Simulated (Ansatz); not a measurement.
Basis-set extrapolation for C$_{2}$H$_{10}$Si$_{3}$ (`C=C[SiH]([SiH3])[SiH3]`) (PBE0-D4/def2-TZVP geometry, frozen core, Ansatz 0.2.0). Multiplicity 1, RHF reference.

```
                      def2-TZVPP   def2-QZVPP
                 HF  -948.388092  -948.418275
    MP2 correlation    -0.704737    -0.752796
CCSD(T) correlation    -0.818190      not run
```

Energies in hartree. Use E(X) = E(∞) + A·exp(−7.88·√X) for Hartree–Fock and E(X) = E(∞) + B·X^(−2.97) for correlation, with X = 3 and 4, and add CCSD(T) minus MP2 of the smaller set to the MP2 limit.

Question: What is the CCSD(T) energy at the basis-set limit?

Answer: HF limit: -948.418275 + (-0.030183) × 0.13774 = -948.42243. MP2 limit: -0.752796 + (-0.048059) × 0.74074 = -0.78840. Higher-order term: -0.818190 − (-0.704737) = -0.11345. Total: -949.32428 hartree, 3.21 eV below CCSD(T)/def2-TZVPP.
